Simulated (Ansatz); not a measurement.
`[NH2][Sn]([F])([Cl])[Cl]` + HCl → `[NH2][Sn]([Cl])([Cl])[Cl]` + H–F at 500 K and 1 bar (ligand exchange at the Sn–F bond).

Calculated with Ansatz (gas phase, PBE0-D4/def2-TZVP geometries, no zero-point term in ΔE). CBS: MP2 limit from def2 TZ/QZ plus the TZ coupled-cluster correction, frozen cores. This one scheme is used for every species. Elements past krypton have def2 core potentials. For Sn outer-core shells are correlated without core-valence functions, which leaves a few kJ/mol of doubt a bond. One conformer a species, not always the lowest.

```csv
species,CCSD(T)/CBS energy (Eh),H − E (kJ/mol),S (J/(mol·K))
`[NH2][Sn]([F])([Cl])[Cl]`,-1289.42050,125.4,451.2
HCl,-460.38127,32.5,201.9
`[NH2][Sn]([Cl])([Cl])[Cl]`,-1649.42005,124.5,461.1
H–F,-100.39570,39.4,188.7
```

H − E and S are ideal-gas, rigid-rotor, harmonic terms from PBE0-D4/def2-TZVP, for one conformer and one mirror image of each species. 1 Eh = 2625.50 kJ/mol, R = 8.31446 J/(mol·K).

**Question.** By hand: ΔE, ΔH, ΔS and ΔG.

**Answer.** ΔE = (-1649.42005) + (-100.39570) − (-1289.42050) − (-460.38127) = -0.01398 Eh = -36.7 kJ/mol. Δ(H − E) = 124.5 + 39.4 − 125.4 − 32.5 = 6.0, so ΔH = -30.7 kJ/mol. ΔS = 461.1 + 188.7 − 451.2 − 201.9 = -3.3 J/(mol·K). ΔG = -30.7 − 500 × (-3.3)/1000 = -29.1 kJ/mol.

**Question.** By hand: the equilibrium constant, and the temperature at which ΔG would vanish if ΔH and ΔS stayed fixed.

**Answer.** log₁₀ K = −ΔG/(RT ln 10) = 3.0. ΔG = 0 at ΔH/ΔS = 9303 K, far beyond where these terms or the molecules hold.

The number of gas molecules stays the same, so ΔS is small and ΔH decides. A doubt of 5 kJ/mol in ΔE shifts log₁₀ K by 0.5 here. Other conformers and mirror images would add mixing entropy, several J/(mol·K) or more a flexible species. Modes under 60 cm⁻¹, often nearly free rotors, make the harmonic entropy too high. These are equilibria of isolated gas molecules and say nothing of rates. Largest T1 diagnostic: 0.012 (customary marks: 0.02 for closed shells, 0.045 for open ones).
